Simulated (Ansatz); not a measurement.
Molecule: sum formula HBOCl, charge 1, multiplicity 1. It need not be the lowest isomer of its formula. SMILES: [OH+]=BCl
Coordinates optimised at B3LYP-D3(BJ)/def2-TZVP (Ansatz, a first-principles code):
```xyz
4

B      0.4089    -0.1784    -0.2336
O      1.4081    -0.5305    -0.8862
Cl    -0.9068     0.3728     0.5404
H      2.1066    -1.2012    -0.9291
```
Charge +1, spin multiplicity 1.

Problem. Give the harmonic wavenumbers at B3LYP-D3(BJ)/def2-TZVP (Ansatz, finite differences of forces, unscaled).

Solution. 368, 393, 472, 745, 1882, 3762 cm⁻¹. Zero-point energy 10.9 kcal/mol.

Problem. From these and the geometry, give the ideal-gas thermochemistry at 298.15 K and 1 atm (rigid rotor, harmonic oscillator).

Solution. Point group Cs, rotational symmetry number 1. Rotational constants 1768, 4.943, 4.929 GHz. S(trans) 38.35, S(rot) 19.55, S(vib) 3.07, S(elec, spin only) 0.00, S 61.0 cal/(mol K). H(298) - H(0) 3.00 kcal/mol; G - E(el) -4.3 kcal/mol.
